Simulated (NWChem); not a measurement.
Everything below was run with NWChem. System: Cl2Zn, charge 0, spin multiplicity 1, at a geometry optimised with PBE0/def2-SVP. The structure started from a generated list of species. Level: MP2/def2-TZVP, 19 core orbitals frozen.

The NWChem input:

```
start mol
memory heap 200 mb stack 900 mb global 1100 mb
geometry units angstroms nocenter noautoz
  Zn     0.000000     0.000000     0.000000
  Cl     0.000000     0.000000    -2.097028
  Cl     0.000000     0.000000     2.097028
  symmetry group D2h
end
basis spherical
  * library def2-tzvp
end
scf
  rhf
  nopen 0
  maxiter 100
  thresh 1e-7
  semidirect memsize 60000000 filesize 0
end
mp2
  freeze core 19
end
task mp2 energy
```

NWChem printed:

```
             Northwest Computational Chemistry Package (NWChem) 7.3.0
             --------------------------------------------------------

                                NWChem Input Module
                                -------------------

 Scaling coordinates for geometry "geometry" by  1.889725989
 (inverse scale =  0.529177249)

 Turning off AUTOSYM since
 SYMMETRY directive was detected!

                             Geometry "geometry" -> ""
                             -------------------------

 Output coordinates in angstroms (scale by  1.889725989 to convert to a.u.)

  No.       Tag          Charge          X              Y              Z
 ---- ---------------- ---------- -------------- -------------- --------------
    1 Zn                  30.0000     0.00000000     0.00000000     0.00000000
    2 Cl                  17.0000     0.00000000     0.00000000    -2.09702800
    3 Cl                  17.0000     0.00000000     0.00000000     2.09702800

 Effective nuclear repulsion energy (a.u.)     293.8572620204

            Nuclear Dipole moment (a.u.)
            ----------------------------
        X                 Y               Z
 ---------------- ---------------- ----------------
     0.0000000000     0.0000000000     0.0000000000

      Symmetry information
      --------------------

 Group name             D2h
 Group number             26
 Group order               8
 No. of unique centers     2

      Symmetry unique atoms

     1    2


 Summary of "ao basis" -> "" (spherical)
 ------------------------------------------------------------------------------
       Tag                 Description            Shells   Functions and Types
 ---------------- ------------------------------  ------  ---------------------
 *                         def2-tzvp                  on all atoms

 Summary of "ao basis" -> "ao basis" (spherical)
 ------------------------------------------------------------------------------
       Tag                 Description            Shells   Functions and Types
 ---------------- ------------------------------  ------  ---------------------
 Zn                        def2-tzvp                16       48   6s5p4d1f
 Cl                        def2-tzvp                13       37   5s5p2d1f

                                 NWChem SCF Module
                                 -----------------

  ao basis        = "ao basis"
  functions       =   122
  atoms           =     3
  closed shells   =    32
  open shells     =     0
  charge          =   0.00
  wavefunction    = RHF
  use symmetry    = T
  symmetry adapt  = T

 Summary of "ao basis" -> "ao basis" (spherical)
 ------------------------------------------------------------------------------
       Tag                 Description            Shells   Functions and Types
 ---------------- ------------------------------  ------  ---------------------
 Zn                        def2-tzvp                16       48   6s5p4d1f
 Cl                        def2-tzvp                13       37   5s5p2d1f

      Symmetry analysis of basis
      --------------------------

        ag         30
        au          4
        b1g         7
        b1u        23
        b2g        13
        b2u        16
        b3g        13
        b3u        16

 Forming initial guess at       0.1s

      Superposition of Atomic Density Guess
      -------------------------------------

 Sum of atomic energies:       -2696.76243705

      Non-variational initial energy
      ------------------------------

 Total energy =   -2697.147626
 1-e energy   =   -4340.776810
 2-e energy   =    1349.771922
 HOMO         =      -0.441824
 LUMO         =      -0.051702

      Symmetry analysis of molecular orbitals - initial
      -------------------------------------------------

 !! scf_movecs_sym_adapt:   80 vectors were symmetry contaminated

  Symmetry fudging

 !! scf_movecs_sym_adapt:   62 vectors were symmetry contaminated

  Numbering of irreducible representations:

     1 ag          2 au          3 b1g         4 b1u         5 b2g
     6 b2u         7 b3g         8 b3u

  Orbital symmetries:

     1 ag          2 ag          3 b1u         4 ag          5 b1u
     6 b2u         7 b3u         8 ag          9 b1u        10 ag
    11 b1u        12 b3u        13 b2u        14 b2g        15 b3g
    16 ag         17 b1u        18 b2u        19 b3u        20 ag
    21 b1u        22 ag         23 b2g        24 b3g        25 ag
    26 b1g        27 ag         28 b1u        29 b3u        30 b2u
    31 b3g        32 b2g        33 ag         34 b2u        35 b3u
    36 b1u        37 ag         38 b2u        39 b3u        40 ag
    41 b1g        42 ag

 Starting SCF solution at       1.5s

 ----------------------------------------------
         Quadratically convergent ROHF

 Convergence threshold     :          1.000E-07
 Maximum no. of iterations :          100
 Final Fock-matrix accuracy:          1.000E-09
 ----------------------------------------------

              iter       energy          gnorm     gmax       time
             ----- ------------------- --------- --------- --------
                 1    -2696.9117173436  7.10D-01  2.63D-01      1.5
                 2    -2696.9485228409  3.15D-01  8.18D-02      1.6
                 3    -2696.9527281044  2.20D-02  8.90D-03      1.7
                 4    -2696.9527927500  1.73D-04  6.97D-05      1.8
                 5    -2696.9527927541  6.60D-09  2.26D-09      2.0

       Final RHF  results
       ------------------

         Total SCF energy =  -2696.952792754123
      One-electron energy =  -4340.127415095768
      Two-electron energy =   1349.317360321229
 Nuclear repulsion energy =    293.857262020416

        Time for solution =      0.5s

       Symmetry analysis of molecular orbitals - final
       -----------------------------------------------

  Numbering of irreducible representations:

     1 ag          2 au          3 b1g         4 b1u         5 b2g
     6 b2u         7 b3g         8 b3u

  Orbital symmetries:

     1 ag          2 b1u         3 ag          4 ag          5 b2u
     6 b3u         7 b1u         8 b1u         9 ag         10 ag
    11 b1u        12 b2u        13 b3u        14 b2g        15 b3g
    16 ag         17 b3u        18 b2u        19 b1u        20 ag
    21 b1u        22 b2g        23 b3g        24 b1g        25 ag
    26 ag         27 ag         28 b1u        29 b2u        30 b3u
    31 b3g        32 b2g        33 ag         34 b3u        35 b2u
    36 b1u        37 ag         38 b2u        39 b3u        40 ag
    41 b1g        42 ag

             Final eigenvalues
             -----------------

              1
    1 -353.3985
    2 -104.8195
    3 -104.8195
    4  -44.4568
    5  -39.0227
    6  -39.0227
    7  -39.0184
    8  -10.5483
    9  -10.5483
   10   -8.0150
   11   -8.0149
   12   -8.0140
   13   -8.0140
   14   -8.0140
   15   -8.0140
   16   -5.7360
   17   -3.9421
   18   -3.9421
   19   -3.9414
   20   -1.0851
   21   -1.0663
   22   -0.8872
   23   -0.8872
   24   -0.8862
   25   -0.8862
   26   -0.8695
   27   -0.5283
   28   -0.4967
   29   -0.4702
   30   -0.4702
   31   -0.4554
   32   -0.4554
   33    0.0471
   34    0.0711
   35    0.0711
   36    0.1568
   37    0.2147
   38    0.2631
   39    0.2631
   40    0.3015
   41    0.3015
   42    0.3745

                       ROHF Final Molecular Orbital Analysis
                       -------------------------------------

 Vector   30  Occ=2.000000D+00  E=-4.702012D-01  Symmetry=b3u
              MO Center= -4.1D-16, -3.0D-30, -1.5D-16, r^2= 5.3D+00
   Bfn.  Coefficient  Atom+Function         Bfn.  Coefficient  Atom+Function
  ----- ------------  ---------------      ----- ------------  ---------------
    63      0.373409  2 Cl px               100      0.373409  3 Cl px
    66      0.250462  2 Cl px               103      0.250462  3 Cl px
    60      0.169532  2 Cl px                97      0.169532  3 Cl px

 Vector   31  Occ=2.000000D+00  E=-4.554242D-01  Symmetry=b3g
              MO Center=  5.0D-31, -3.7D-16,  1.5D-16, r^2= 5.4D+00
   Bfn.  Coefficient  Atom+Function         Bfn.  Coefficient  Atom+Function
  ----- ------------  ---------------      ----- ------------  ---------------
    64      0.379065  2 Cl py               101     -0.379065  3 Cl py
    67      0.255585  2 Cl py               104     -0.255585  3 Cl py
    61      0.175020  2 Cl py                98     -0.175020  3 Cl py

 Vector   32  Occ=2.000000D+00  E=-4.554242D-01  Symmetry=b2g
              MO Center= -3.1D-16,  4.2D-31,  2.4D-16, r^2= 5.4D+00
   Bfn.  Coefficient  Atom+Function         Bfn.  Coefficient  Atom+Function
  ----- ------------  ---------------      ----- ------------  ---------------
    63      0.379065  2 Cl px               100     -0.379065  3 Cl px
    66      0.255585  2 Cl px               103     -0.255585  3 Cl px
    60      0.175020  2 Cl px                97     -0.175020  3 Cl px

 Vector   33  Occ=0.000000D+00  E= 4.707644D-02  Symmetry=ag
              MO Center=  1.4D-20, -3.1D-20,  2.5D-15, r^2= 5.8D+00
   Bfn.  Coefficient  Atom+Function         Bfn.  Coefficient  Atom+Function
  ----- ------------  ---------------      ----- ------------  ---------------
     6      1.415265  1 Zn s                 53     -0.503208  2 Cl s
    90     -0.503208  3 Cl s                 68     -0.319704  2 Cl pz
   105      0.319704  3 Cl pz                65     -0.162053  2 Cl pz
   102      0.162053  3 Cl pz

 Vector   34  Occ=0.000000D+00  E= 7.108395D-02  Symmetry=b3u
              MO Center= -1.2D-15, -4.6D-30, -4.0D-17, r^2= 6.8D+00
   Bfn.  Coefficient  Atom+Function         Bfn.  Coefficient  Atom+Function
  ----- ------------  ---------------      ----- ------------  ---------------
    19      1.012569  1 Zn px                66     -0.281191  2 Cl px
   103     -0.281191  3 Cl px                16      0.203074  1 Zn px

 Vector   35  Occ=0.000000D+00  E= 7.108395D-02  Symmetry=b2u
              MO Center= -1.6D-30,  1.1D-15, -1.7D-18, r^2= 6.8D+00
   Bfn.  Coefficient  Atom+Function         Bfn.  Coefficient  Atom+Function
  ----- ------------  ---------------      ----- ------------  ---------------
    20      1.012569  1 Zn py                67     -0.281191  2 Cl py
   104     -0.281191  3 Cl py                17      0.203074  1 Zn py

 center of mass
 --------------
 x =   0.00000000 y =   0.00000000 z =   0.00000000

 moments of inertia (a.u.)
 ------------------
        1098.291129500533           0.000000000000           0.000000000000
           0.000000000000        1098.291129500533           0.000000000000
           0.000000000000           0.000000000000           0.000000000000

  Mulliken analysis of the total density
  --------------------------------------

    Atom       Charge   Shell Charges
 -----------   ------   -------------------------------------------------------
    1 Zn  30    29.12   2.00  2.00  1.18  0.80  0.50  0.05  5.99  4.78  1.24  0.42  0.05  5.48  3.39  1.12  0.13  0.00
    2 Cl  17    17.44   2.01  0.45  1.52  1.07  0.89  4.18  1.69  1.06  2.89  1.65  0.00  0.02  0.00
    3 Cl  17    17.44   2.01  0.45  1.52  1.07  0.89  4.18  1.69  1.06  2.89  1.65  0.00  0.02  0.00

       Multipole analysis of the density wrt the origin
       ------------------------------------------------

     L   x y z        total         open         nuclear
     -   - - -        -----         ----         -------
     0   0 0 0     -0.000000      0.000000     64.000000

     1   1 0 0      0.000000      0.000000      0.000000
     1   0 1 0     -0.000000      0.000000      0.000000
     1   0 0 1      0.000000      0.000000      0.000000

     2   2 0 0    -28.146003      0.000000      0.000000
     2   1 1 0      0.000000      0.000000      0.000000
     2   1 0 1      0.000000      0.000000      0.000000
     2   0 2 0    -28.146003      0.000000      0.000000
     2   0 1 1      0.000000      0.000000      0.000000
     2   0 0 2    -37.963644      0.000000    533.930890

                   NWChem MP2 Semi-direct Energy/Gradient Module
                   ---------------------------------------------

  Basis functions       =    122
  Molecular orbitals    =    122
  Frozen core           =     19
  Frozen virtuals       =      0
  Active alpha occupied =     13
  Active beta occupied  =     13
  Active alpha virtual  =     90
  Active beta virtual   =     90
  Use MO symmetry       = T
  Use skeleton AO sym   = T

  AO/Fock/Back tols     =   1.0D-09  1.0D-09  1.0D-09

 GA uses MA = F    GA memory limited = T

 Available:
  local mem=  1.26D+08
 global mem=  1.44D+08
 local disk=  0.00D+00
  mp2_memr nvloc                    90
  nvloc new                    90
   1 passes of  13:        5242880                      88839                  27131609.
   1 passes of  13: M    126143342           G      144149432           F     120900462.

 Semi-direct pass number   1 of   1  for RHF alpha+beta  at        2.1s
  vrange nnbf                  6814
  mp2_eaftype                   103  avail_ma_in_mb                  1099
 EAF : mp2_eaftype filesize         103   13565804.
  mp2_eaf for mointskh                    103
Node 0 wrote     63.8 Mb in      0.0 s     Agg I/O rate:  2965.1 Mb/s
 Done moints_semi at        7.2s
  mp2_eaftype                   103  avail_ma_in_mb                   996
 EAF : mp2_eaftype filesize         103   13565804.
  mp2_eaf for kh                   103
 Done maket at        7.4s
 Done multipass loop at        7.4s

          -------------------------------------------
          SCF energy               -2696.952792754123
          Correlation energy          -0.779086793917
          Singlet pairs               -0.410966735272
          Triplet pairs               -0.368120058645
          Total MP2 energy         -2697.731879548041
          -------------------------------------------

          ---------------------------------------------------
                    Spin Component Scaled (SCS) MP2
          Same spin pairs                     -0.245413372430
          Same spin scaling factor             0.333333333333
          Opposite spin pairs                 -0.533673421487
          Opposite spin scaling fact.          1.200000000000
          SCS-MP2 correlation energy          -0.722212563261
          Total SCS-MP2 energy             -2697.675005317385
          ---------------------------------------------------

 -----------------------
 Performance information
 -----------------------

 Timer overhead =  1.58D-07 seconds/call

               Nr. of calls         CPU time (s)                 Wall time (s)                GFlops
             ---------------    -------------------     ------------------------------   -------------------
Name         Min   Avg   Max    Min     Avg     Max     Min     Avg     Max   Mx/calls   Min     Max     Sum
mp2: moin     1     1     1    5.2     5.2     5.2      5.2     5.2     5.2     5.2      0.0     0.0     0.0
mp2: make     1     1     1   0.17    0.17    0.17     0.17    0.17    0.17    0.17      0.0     0.0     0.0
mp2: tota     1     1     1    5.4     5.4     5.4      5.4     5.4     5.4     5.4      0.0     0.0     0.0

 The average no. of pstat calls per process was 3.00D+00
 with a timing overhead of 4.73D-07s

 Task  times  cpu:        7.4s     wall:        7.4s

 Total times  cpu:        7.4s     wall:        7.4s
```
